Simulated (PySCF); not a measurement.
One of the candidates below gave these computed data.

All candidates are C6H7O2P.

- 13C NMR: chemical shifts (computed TMS as zero) by class: 177.2 (1 C), 168.9 (1 C), 135.2 (1 C), 118.9 (1 C), 116.6 (1 C), 56.8 (1 C) ppm [GIAO PBE0/pcSseg-1]
- 1H NMR: chemical shifts (computed TMS as zero) by class: 8.26 (1 H), 7.00 (1 H), 6.13 (1 H), 5.32 (1 H), 4.14 (3 H) ppm [GIAO PBE0/pcSseg-1]
- UV, first state: lowest singlet excitation: 4.18 eV (297 nm, f = 0.086) [TDDFT PBE0/def2-SVPD]
- Rotational structure: rotational constants A, B, C: 2.072, 1.255, 0.786 GHz [GFN2-xTB]
- Dipole: 2.79 D [PBE0/def2-SVPD]
- NMR, other nuclei: isotropic shieldings of nuclei other than C and H, by class: 13 (1 O), 233 (1 O), 177 (1 P) ppm [GIAO PBE0/pcSseg-1]

Gas-phase values; electronic properties from PySCF, density fitting. Levels stand in brackets. Isolated species at its GFN2-xTB geometry (one conformer only). NMR values are class means; diastereotopic atoms form classes of their own.

Problem. Which candidate is it?
A. `CC(=O)c1occ(C)p1`
B. `CC(=O)c1coc(C)p1`
C. `CC(=O)c1pcoc1C`
D. `C#CP(C=C)C(=O)OC`
E. `C=Cc1pcoc1OC`

Solution. E. It is `C=Cc1pcoc1OC`. Numbering: `[CH2:1]=[CH:2][c:3]1[p:4][cH:5][o:6][c:7]1[O:8][CH3:9]`. 6 carbons fall into 6 classes; from least to most shielded: aromatic CH next to a ring oxygen [C5] (177.2 ppm), aromatic carbon bearing oxygen [C7] (168.9 ppm), alkene CH carbon [C2] (135.2 ppm), substituted aromatic carbon [C3] (118.9 ppm), terminal =CH2 carbon [C1] (116.6 ppm), methoxy carbon [C9] (56.8 ppm). Hydrogen classes from least to most shielded: 1 H on an aromatic CH next to a ring oxygen, C5 (8.26 ppm), 1 H on an alkene CH carbon, C2 (7.00 ppm), 1 H on a terminal =CH2 carbon, C1 (6.13 ppm), 1 H on a terminal =CH2 carbon, C1 (5.32 ppm), 3 H on a methoxy carbon, C9 (4.14 ppm). The other shieldings belong to: 13 ppm, furan-type oxygen [O6]; 233 ppm, aryl ether oxygen [O8]; 177 ppm, phosphorus bonded to 2 C [P4]. S1 is mainly HOMO→LUMO (weight 0.94); the largest Löwdin shares of the orbital it empties are 0.17 on the substituted aromatic carbon, 0.16 on the aromatic CH next to a ring oxygen, 0.15 on the terminal =CH2 carbon and 0.15 on the aromatic carbon bearing oxygen, of the orbital it fills 0.38 on the phosphorus bonded to 2 C, 0.26 on the aromatic CH next to a ring oxygen, 0.09 on the substituted aromatic carbon and 0.08 on the furan-type oxygen. The optimised geometry has point group Cs and is an asymmetric top.

The others, at the same levels:
- `CC(=O)c1pcoc1C` fails: its computed 13C shifts are 198.8 (1 C), 185.2 (1 C), 175.4 (1 C), 139.0 (1 C), 33.8 (1 C), 21.1 (1 C) ppm, 1H shifts are 8.66 (1 H), 2.97 (3 H), 2.74 (3 H) ppm and smallest rotational constant is 0.841 GHz (against 0.786 GHz).
- `CC(=O)c1occ(C)p1` fails: its computed 13C shifts are 203.5 (1 C), 191.0 (1 C), 154.4 (1 C), 153.6 (1 C), 27.3 (1 C), 15.4 (1 C) ppm, 1H shifts are 7.87 (1 H), 2.57 (3 H), 2.45 (3 H) ppm and lowest singlet excitation is 3.44 eV (360 nm, f = 0.001) (against 4.18 eV).
- `C#CP(C=C)C(=O)OC` fails: its computed 13C shifts are 184.2 (1 C), 141.4 (1 C), 131.9 (1 C), 105.2 (1 C), 83.4 (1 C), 54.3 (1 C) ppm and 1H shifts are 6.81 (1 H), 6.30 (1 H), 6.19 (1 H), 4.00 (3 H), 2.71 (1 H) ppm.
- `CC(=O)c1coc(C)p1` fails: its computed 13C shifts are 206.2 (1 C), 197.1 (1 C), 159.6 (1 C), 148.4 (1 C), 33.3 (1 C), 21.9 (1 C) ppm, 1H shifts are 8.77 (1 H), 2.84 (3 H), 2.62 (3 H) ppm and lowest singlet excitation is 3.91 eV (317 nm, f = 0.000) (against 4.18 eV).

Each candidate is one conformer, not necessarily the lowest. Dipoles, sizes and rotational constants follow the conformer. The torsions of the flexible species, by atom-mapped SMILES:
- `[CH2:1]=[CH:2][c:3]1[p:4][cH:5][o:6][c:7]1[O:8][CH3:9]`: C1–C2–C3–P4 0°, O6–C7–O8–C9 0°
- `[CH3:1][C:2](=[O:3])[c:4]1[p:5][cH:6][o:7][c:8]1[CH3:9]`: C1–C2–C4–P5 0°
- `[CH3:1][C:2](=[O:3])[c:4]1[o:5][cH:6][c:7]([CH3:8])[p:9]1`: C1–C2–C4–O5 0°
- `[CH:1]#[C:2][P:3]([CH:4]=[CH2:5])[C:6](=[O:7])[O:8][CH3:9]`: C2–P3–C4–C5 -33°, C2–P3–C6–O7 -137°, P3–C6–O8–C9 176°
- `[CH3:1][C:2](=[O:3])[c:4]1[cH:5][o:6][c:7]([CH3:8])[p:9]1`: C1–C2–C4–C5 -179°
